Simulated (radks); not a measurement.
Task: These are the eigenvalues of the occupied orbitals of an atom or ion with whole-number occupations (eV). All-electron calculation, Dirac Kohn-Sham, PBE, spin-unpolarised, spherical densities, finite nucleus; Fermi nuclear charge, rms radius of each element as measured or else 0.836 A^(1/3) + 0.57 fm. Program: a radial shooting solver on a logarithmic mesh with Libxc functionals.

| orbital | eigenvalue |
|---|---|
| 1s1/2 | -33172.16 |
| 2s1/2 | -5304.176 |
| 2p1/2 | -4990.178 |
| 2p3/2 | -4691.377 |
| 3s1/2 | -1235.910 |
| 3p1/2 | -1106.196 |
| 3p3/2 | -1049.690 |
| 3d3/2 | -821.5974 |
| 3d5/2 | -809.6796 |
| 4s1/2 | -375.2584 |
| 4p1/2 | -328.5626 |
| 4p3/2 | -316.4327 |
| 4d3/2 | -239.4723 |
| 4d5/2 | -237.3160 |

Which element is it, and in what charge state? The configuration may be excited. Open shells, if any, fill j = l - 1/2 first.

Result: Z = 53, iodine, charge +11: I11+ in [Kr] 4d6. The list shows which subshells hold electrons but not how many an open one holds; the 1s level, -1219.1 hartree, gives Z - s = 49.4 by -(Z - s)^2/2, which with screening and relativity narrows Z to a few neighbours, and the depths of the outer levels then fix element, charge and occupations together.
